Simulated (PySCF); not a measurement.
**Do core-level shifts follow atomic charges?**

Species: C4H6SSi.
SMILES with atom numbers: `[CH:1]#[C:2][C:3](=[CH2:4])[SiH2:5][SH:6]`

Binding energies: PySCF, delta-SCF UKS SCAN, pcX-2 on the ionised atom, pcseg-1 elsewhere, spin-free X2C. Charges: PBE0/pcSseg-1 ground-state density, for the ionised atom.

```json
{"atom": "C1", "environment": "terminal alkyne carbon", "C 1s (eV)": "290.06", "Mulliken (e)": "-0.354", "IAO (e)": "-0.237", "Hirshfeld (e)": "-0.106", "ESP (e)": "-0.386"}
{"atom": "C4", "environment": "terminal =CH2 carbon", "C 1s (eV)": "290.32", "Mulliken (e)": "-0.037", "IAO (e)": "-0.256", "Hirshfeld (e)": "-0.067", "ESP (e)": "-0.294"}
{"atom": "C2", "environment": "alkyne carbon", "C 1s (eV)": "290.76", "Mulliken (e)": "+0.370", "IAO (e)": "-0.027", "Hirshfeld (e)": "-0.047", "ESP (e)": "-0.011"}
{"atom": "C3", "environment": "fully substituted alkene carbon", "C 1s (eV)": "290.96", "Mulliken (e)": "-0.615", "IAO (e)": "-0.287", "Hirshfeld (e)": "-0.085", "ESP (e)": "-0.014"}
```

Question: Give the correlation coefficient and slope of binding energy on charge for each scheme.

Answer: ESP: r = 0.98, slope 2.1 eV per e; Hirshfeld: r = 0.48, slope 7.9 eV per e; IAO: r = 0.21, slope 0.7 eV per e; Mulliken: r = -0.02, slope 0.0 eV per e. ESP charges have the highest r, on only 4 points.

Question: The point-charge model writes a binding energy as kq + V + constant, with V the potential of the other atoms' charges at the site. What does it give with the Hirshfeld charges?

Answer: V = Σ 14.40 eV Å × q/r over all other atoms: +0.90 eV at C1, +0.78 eV at C4, -0.61 eV at C2, +0.68 eV at C3. Fitting binding energy − V to q gives k = 30.6 eV per e and leaves an rms residual of 0.52 eV, against 0.31 eV for the fit on q alone. The model has no term for differences in relaxation between sites.

Spin contamination (⟨S²⟩ against 0.75 for a pure doublet) is marked for C 1s of C2 (0.89) and C 1s of C3 (0.89), which makes these values less certain. Geometry: GFN2-xTB, one conformer, isolated molecule.

Shape of the structure used: `[CH:1]#[C:2][C:3](=[CH2:4])[SiH2:5][SH:6]`: C2–C3–Si5–S6 171°, H–S6–Si5–C3 -58°.
